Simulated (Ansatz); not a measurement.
Reaction (redistribution): `CB[SiH2]C` + `[CH3][GeH2][CH](F)F` → `C[BH][GeH2][CH3]` + `C[SiH2]C(F)F`

Calculated with Ansatz (gas phase, PBE0-D4/def2-TZVP geometries, no zero-point term in ΔE). CBS: MP2 limit from def2 TZ/QZ plus the TZ coupled-cluster correction, frozen cores. DFT in def2-TZVPP. B3LYP here is the variant with VWN-RPA as its local correlation; programs differ in this. For Ge outer-core shells are correlated without core-valence functions, which leaves a few kJ/mol of doubt a bond. Scalar relativity is left out up to krypton. Each species was taken in one conformer, which may not be the lowest.

`CB[SiH2]C`:

```xyz
13

C     0.566    1.607   -1.039
B    -0.223    0.302   -1.329
Si   -0.617   -1.130    0.039
C     0.024   -0.772    1.768
H     0.276    2.459   -1.658
H     0.638    1.909    0.007
H     1.593    1.356   -1.361
H    -0.579    0.097   -2.459
H    -0.052   -2.429   -0.441
H    -2.101   -1.316    0.089
H    -0.405    0.156    2.157
H    -0.232   -1.576    2.461
H     1.111   -0.662    1.767
```

`[CH3][GeH2][CH](F)F`:

Z-matrix (Å, degrees):
```
C
Ge 1 1.948
H 1 1.091 2 110.4
H 1 1.091 2 110.5 3 -120.0
H 1 1.090 2 109.8 3 119.9
C 2 1.999 1 108.4 3 -178.1
H 2 1.539 1 111.7 3 63.8
H 2 1.536 1 112.0 3 -60.2
F 6 1.366 2 109.8 1 55.6
F 6 1.363 2 110.9 1 174.0
H 6 1.096 2 114.2 1 -64.7
```

`C[BH][GeH2][CH3]`:

Z-matrix (Å, degrees):
```
C
B 1 1.550
H 1 1.091 2 116.2
H 1 1.105 2 103.6 3 -116.4
H 1 1.093 2 114.1 3 130.0
Ge 2 2.068 1 123.9 3 21.2
H 2 1.202 1 118.5 3 -163.7
C 6 1.963 2 113.4 1 -146.6
H 6 1.547 2 112.5 1 -22.4
H 6 1.550 2 107.7 1 94.2
H 8 1.091 6 110.0 2 -56.0
H 8 1.091 6 110.5 2 63.8
H 8 1.090 6 110.5 2 -176.1
```

`C[SiH2]C(F)F`:

Cartesian coordinates in Å:
```
C 0.066 -1.011 1.244
Si -0.760 0.135 0.028
C 0.551 0.773 -1.222
F 1.567 1.402 -0.551
F 0.003 1.688 -2.075
H -0.653 -1.373 1.982
H 0.867 -0.492 1.773
H 0.495 -1.880 0.738
H -1.806 -0.563 -0.766
H -1.344 1.329 0.690
H 1.014 -0.007 -1.841
```

Task: Is it downhill or uphill in electronic energy at CCSD(T)/CBS, and by how much? (Best estimate.)

Result: Ansatz gave: Downhill: ΔE = -4.7 kcal/mol.

Task: What do these levels give: PBE-D4, r2SCAN-D4, PBE0-D4, B3LYP-D4, ωB97X-V, ωB97M-V, PBE, HF/def2-TZVPP, HF/def2-QZVPP, MP2/def2-QZVPP, HF/CBS(def2), CCSD/CBS(def2)? (Estimate.)

Result: Computed: PBE-D4 -3.5, r2SCAN-D4 -4.0, PBE0-D4 -3.7, B3LYP-D4 -4.2, ωB97X-V -3.9, ωB97M-V -4.6, PBE -3.6, HF/def2-TZVPP -4.7, HF/def2-QZVPP -4.7, MP2/def2-QZVPP -4.9, HF/CBS(def2) -4.7, CCSD/CBS(def2) -4.9 kcal/mol.

Largest T1 diagnostic among the species: 0.012.
